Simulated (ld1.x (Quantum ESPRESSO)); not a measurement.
P (Z = 15): one change to an ultrasoft potential, before and after

ld1.x (Quantum ESPRESSO) 7.5 input, shortened:

```
&input
   title='P', zed=15., rel=1, dft='PBE', iswitch=3,
   config='[Ne] 3s2 3p3 3d-2'
 /
 &inputp
   pseudotype=3, tm=.true., lloc=-2, rcloc=1.35,
   nlcc=.false.,
   which_augfun='PSQ', rmatch_augfun_nc=.true.
 /
5
3S  1  0   2.00   0.00  1.20  1.60  0.0
3S  1  0   0.00   0.20  1.20  1.60  0.0
3P  2  1   3.00   0.00  1.00  1.35  0.0
3P  2  1   0.00   0.20  1.00  1.35  0.0
3D  3  2  -2.00  -0.05  1.20  1.70  0.0
 &test
   configts(1)='3s2 3p3'
 /
```

All-electron outer shells of the reference configuration (PBE, scalar-relativistic, ld1.x):

| shell | level (eV) | outermost node (bohr) | outermost maximum (bohr) |
| --- | --- | --- | --- |
| 2s | -173.99 | 0.14 | 0.42 |
| 2p | -124.49 | – | 0.36 |
| 3s | -13.97 | 0.65 | 1.58 |
| 3p | -5.51 | 0.64 | 1.83 |

Change: wave 3d channel at -0.05 Ry: rcut 1.20, rcutus 1.70 bohr becomes 3d channel at -0.05 Ry: rc 1.70 bohr; local potential the d channel.

Cutoffs: the cutoffs (Ry, on a coarse ladder) from which the occupation-weighted sum of valence levels, in a spherical-Bessel basis at the reference potential, stays within 10 and 1 mRy of its value at 400 Ry; they do not see the model core or the augmentation charge, which bear on the density cutoff. Errors are all-electron minus pseudo energies relative to the spin-unpolarised reference configuration.

Problem. How do hardness, ghosts and transferability respond?

Solution. The potential gets harder (18 Ry and 30 Ry → 25 Ry and 30 Ry); a bound ghost appears in p, which as a rule spoils a file; the errors of the 7 common tests hardly move; the range in which the p phases agree widens (upper end 3.5 → at the end of the scan). A state that the projectors do not describe sees the local part alone, so a deeper or shallower local part can create or remove a ghost.

| quantity | base | changed |
| --- | --- | --- |
| cutoff, loose | 18 Ry | 25 Ry |
| cutoff, tight | 30 Ry | 30 Ry |
| loose cutoff by channel (10 mRy a level) | s 10 Ry, p 8 Ry | s 10 Ry, p 21 Ry |
| bound ghosts | none | p |
| error for 3s2 3p2, meV [ΔE 9.73 eV] | -2.1 | -2.1 |
| error for 3s2 3p1, meV [ΔE 28.88 eV] | -9.0 | -9.2 |
| error for 3s2 3p0, meV [ΔE 58.62 eV] | -16 | -16 |
| error for 3s1 3p4, meV [ΔE 8.53 eV] | -2.1 | -2.3 |
| error for 3s1 3p0, meV [ΔE 110.62 eV] | +64 | +63 |
| error for 3s0 3p5, meV [ΔE 17.20 eV] | -4.1 | -4.4 |
| error for 3s2 3p3.3, meV [ΔE -1.31 eV] | 0.0 | 0.0 |
| s: phases at 1.84 bohr within 0.05 rad from the reference energy up to (Ry; the scan ends near 5) | to the end of the scan | to the end of the scan |
| p: phases at 1.84 bohr within 0.05 rad from the reference energy up to (Ry; the scan ends near 5) | 3.5 | to the end of the scan |
| d: phases at 1.84 bohr within 0.05 rad from the reference energy up to (Ry; the scan ends near 5) | to the end of the scan | to the end of the scan |
| lowest overlap eigenvalue by channel | s 0.47, p 0.79, d 1.00 | s 0.43, p 0.81 |

 A true bound ghost makes a file unfit for plane-wave use even where its test errors are small: the radial tests pick states by their node count and pass the ghost by.
